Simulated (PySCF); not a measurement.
## Which basis set comes closest?

Molecule: SMILES C=CC1CCCCC1, C8H14.

Mapped SMILES: `[CH2:1]=[CH:2][CH:3]1[CH2:4][CH2:5][CH2:6][CH2:7][CH2:8]1`. Hydrogens are named by the atom that carries them. Ha(C4), Ha(C5), Ha(C6), Ha(C7), Ha(C8) are cis to C2 on the ring; Ha(C1) is cis to C3; Hb(C4), Hb(C5), Hb(C6), Hb(C7), Hb(C8) are trans to C2 on the ring; Hb(C1) is trans to C3.

Geometry PBE0-D3(BJ)/def2-SVP throughout; GIAO in PySCF 2.14.0 with density-fitted response routines, gas phase, one conformer, non-relativistic; equivalent atoms averaged; functional PBE0.

Reference values (measured; solution, not stated per compound (mostly CDCl3 or CCl4); Pretsch, Buehlmann, Badertscher, Structure Determination of Organic Compounds, 4th ed. (2009)): δ(H(C2)) = 5.79 ppm, δ(Hb(C1)) = 4.88 ppm, δ(Ha(C1)) = 4.95 ppm. Computed shifts are taken against TMS, calculated as an isolated molecule at each level.

Q: How do the basis sets STO-3G, pcSseg-0, 6-31G, 6-31G*, cc-pVDZ, def2-SVP, pcSseg-1, 6-311+G(2d,p), aug-cc-pVDZ perform against the reference? Times are CPU seconds on shared hosts with different chips, so compare them loosely.

A: 
| basis set | functions | H(C2) | Hb(C1) | Ha(C1) | mean abs. error H | core-s |
| --- | --- | --- | --- | --- | --- | --- |
| STO-3G | 54 | 5.18 | 5.14 | 4.98 | 0.30 | 6.8 |
| pcSseg-0 | 100 | 5.69 | 5.25 | 5.59 | 0.37 | 9.7 |
| 6-31G | 100 | 6.18 | 5.26 | 5.51 | 0.44 | 13 |
| 6-31G* | 140 | 5.83 | 4.90 | 5.11 | 0.07 | 20 |
| cc-pVDZ | 182 | 5.75 | 4.97 | 5.21 | 0.13 | 24 |
| def2-SVP | 182 | 5.65 | 4.86 | 5.12 | 0.11 | 20 |
| pcSseg-1 | 206 | 5.80 | 5.13 | 5.31 | 0.21 | 43 |
| 6-311+G(2d,p) | 300 | 5.89 | 5.06 | 5.24 | 0.19 | 62 |
| aug-cc-pVDZ | 310 | 6.00 | 5.17 | 5.32 | 0.29 | 55 |

For ¹H the closest is 6-31G* (0.07 ppm) and the furthest 6-31G (0.44 ppm). Where a smaller basis beats a larger one, errors probably cancel. One molecule is a small sample, and vibrational and solvent effects are absent from the calculation.

A small basis that lands close on one nucleus may do so by chance; judge by the trend and by all nuclei.
